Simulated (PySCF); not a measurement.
# `[H]/N=C1/C[C@H]([SeH])[C@H]1C`, C5H9NSe

Geometry:
```
atom   x (Å)   y (Å)   z (Å)
  C1  -1.248   1.403   0.287
  C2  -0.099   0.419   0.414
  C3  -0.433  -1.065   0.352
  N4  -1.267  -1.835   0.870
  C5   0.600  -1.329  -0.704
  C6   0.780   0.192  -0.832
 Se7   2.617   0.908  -0.806
  H8  -1.867   1.382   1.182
  H9  -0.864   2.413   0.156
 H10  -1.870   1.153  -0.570
 H11   0.494   0.649   1.305
 H12  -1.897  -1.410   1.548
 H13   1.472  -1.851  -0.310
 H14   0.251  -1.860  -1.587
 H15   0.337   0.605  -1.741
 H16   2.986   0.237   0.425
```

Theory: TDDFT BHandHLYP/aug-cc-pVDZ circular dichroism and optical rotation, one conformer, gas phase (PySCF 2.14.0). Geometry: GFN2-xTB.

The molecule is flexible and this is one conformer; a measurement averages over conformers. The calculation is non-relativistic, which matters for the atoms heavier than Zn.

Problem. Assign R or S to each stereocentre.

Solution. C2 S, C6 S.

Problem. List the lowest 8 singlet excitations with oscillator and rotatory strengths.

Solution. Rotatory strengths R in 10⁻⁴⁰ esu² cm², velocity form and length form (origin at the centre of mass); f in length form.
| state | E (eV) | λ (nm) | f | R (velocity) | R (length) | main |
| --- | --- | --- | --- | --- | --- | --- |
| 1 | 4.85 | 255 | 0.003 | +6.2 | +5.7 | HOMO→LUMO 0.43, HOMO→LUMO+3 0.22 |
| 2 | 5.23 | 237 | 0.003 | -17.3 | -17.3 | HOMO−1→LUMO 0.16, HOMO−1→LUMO+1 0.14 |
| 3 | 5.63 | 220 | 0.030 | +11.1 | +11.1 | HOMO→LUMO+1 0.44, HOMO→LUMO+3 0.23 |
| 4 | 6.23 | 199 | 0.002 | -4.4 | -4.0 | HOMO→LUMO+1 0.24, HOMO→LUMO+3 0.21 |
| 5 | 6.35 | 195 | 0.006 | -6.1 | -6.2 | HOMO→LUMO+2 0.44, HOMO→LUMO 0.31 |
| 6 | 6.65 | 187 | 0.054 | +20.3 | +20.3 | HOMO→LUMO+4 0.34, HOMO−1→LUMO 0.22 |
| 7 | 6.78 | 183 | 0.025 | +4.4 | +4.7 | HOMO→LUMO+4 0.37, HOMO→LUMO+5 0.31 |
| 8 | 7.01 | 177 | 0.011 | -25.8 | -25.5 | HOMO−1→LUMO 0.24, HOMO→LUMO+7 0.11 |

Among the states computed, the strongest CD band (largest |R|) is state 8. The largest dissymmetry factor in size, g = 4R/(D+G), with D and G the electric and magnetic dipole strengths, is -0.043 for state 2 (velocity form, f = 0.003), among bands with |R| over 0.5. The mirror image has the same energies and oscillator strengths and all R with the opposite sign.
